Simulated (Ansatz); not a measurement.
Basis-set extrapolation for C$_{2}$H$_{5}$ClSi, SMILES `CC[Si]Cl` (PBE0-D4/def2-TZVP geometry, frozen core, Ansatz). Multiplicity 1, RHF reference.

```csv
,def2-TZVPP,def2-QZVPP
HF,-827.138373,-827.163416
MP2 correlation,-0.642312,-0.692235
CCSD(T) correlation,-0.723613,-0.770124
```

Energies in hartree. Use E(X) = E(∞) + A·exp(−7.88·√X) for Hartree–Fock and E(X) = E(∞) + B·X^(−2.97) for correlation, with X = 3 and 4.

**Question.** What is the CCSD(T) energy at the basis-set limit?

**Answer.** HF limit: -827.163416 + (-0.025043) × 0.13774 = -827.16687. Correlation limit: -0.770124 + (-0.046511) × 0.74074 = -0.80458. Total: -827.97145 hartree, 68.7 kcal/mol below CCSD(T)/def2-TZVPP.
